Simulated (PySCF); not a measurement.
Bonds: Na1-Cl2 2.491 Å, Na1-Cl6 2.490 Å, Cl2-Na3 2.481 Å, Na3-Cl4 2.488 Å, Cl4-Na5 2.496 Å, Na5-Cl6 2.495 Å.

Geometry: PBE0-D3(BJ)/def2-SVP; GIAO absolute shieldings from PySCF 2.14.0 with density-fitted response routines, gas phase, non-relativistic, averaged over equivalent atoms.

At PBE0/pcSseg-1 (120 basis functions, 11 s wall time on 1 thread of an Arm Neoverse V1, shared host):
```
      atoms  σ (ppm)
Na1/Na3/Na5    546.7
Cl2/Cl4/Cl6   1134.8
```

Task: What do these become at wB97X-D/pcSseg-1?

Result: 
```json
{"atoms": "Na1/Na3/Na5", "σ at wB97X-D/pcSseg-1": "551.9", "change": "+5.2"}
{"atoms": "Cl2/Cl4/Cl6", "σ at wB97X-D/pcSseg-1": "1139.8", "change": "+5.0"}
```

The largest change is at Na1/Na3/Na5 (Na bonded to 2 Cl). Cost: 120 basis functions, 13 s wall time on 1 thread of an Arm Neoverse V1, shared host.
